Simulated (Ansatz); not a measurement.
Mulliken charges of CH4AlNOS, SMILES `N=[C](O)[AlH][SH]` from PBE/def2-TZVPP in Ansatz (PBE0-D4/def2-TZVP geometry).

```
atom   x (Å)   y (Å)   z (Å)  charge (e)
  N1  -1.569  -0.444   0.916      -0.236
  C2  -0.581   0.086   0.325       0.019
  O3  -0.380   1.413   0.123      -0.235
 Al4   0.789  -1.169  -0.361       0.422
  S5   2.502  -0.303  -1.387      -0.262
  H6  -2.261   0.232   1.259       0.100
  H7  -1.115   1.919   0.501       0.158
  H8   0.670  -2.726  -0.186      -0.099
  H9   2.034   0.946  -1.208       0.131
```

Question: By hand: the dipole of these point charges (1 e Å = 4.8032 D).

Answer: Σ q r = (-0.076, 0.081, 0.037) e Å, of length 0.117 e Å = 0.56 D.

Question: How does the dipole of the full density compare? (An estimate is asked.)

Answer: The calculation gave: (-0.259, 0.469, 0.114) e Å, 2.63 D; the point charges give 0.21 times that, at 15° from its direction.

Point charges leave out the atoms' own dipoles, such as those of lone pairs, and Mulliken's split depends on the basis, so the two needn't agree.
